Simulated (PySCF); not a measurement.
Molecule: 3-fluorocyclobutan-1-one, C4H5FO (charge 0, singlet). SMILES: C1(F)CC(=O)C1
Geometry from a B3LYP-D3(BJ)/def2-TZVP (Ansatz) optimisation:
```xyz
11

O      1.4156     1.8265     0.0167
C      0.6833     0.8831     0.0023
C      0.8879    -0.6179    -0.2294
C     -0.6449    -0.7395    -0.3775
F     -1.2229    -1.6932     0.4459
C     -0.8365     0.7155     0.1046
H      1.2403    -1.1215     0.6738
H      1.5163    -0.9040    -1.0716
H     -0.9887    -0.9296    -1.3933
H     -1.4467     1.3872    -0.4977
H     -1.1774     0.7480     1.1421
```

Dispersion corrections to the total energy (kcal/mol) from the dftd3 and dftd4 libraries through PySCF: D3(BJ) without and D4 with the three-body term, each with the damping fitted for the functional named.

```
functional      D3(BJ)          D4
----------  ----------  ----------
PBE              -5.00       -4.76
BHLYP       (withheld)       -5.17
CAM-B3LYP        -3.60  (withheld)
B3LYP            -8.47       -7.61
HF              -40.46      -18.51
B2GP-PLYP   (withheld)       -1.96
HSE06            -3.00       -3.63
```

Problem. Fill in the missing entries.

Solution. 
- BHLYP, D3(BJ): -6.42
- CAM-B3LYP, D4: -3.92
- B2GP-PLYP, D3(BJ): -2.71
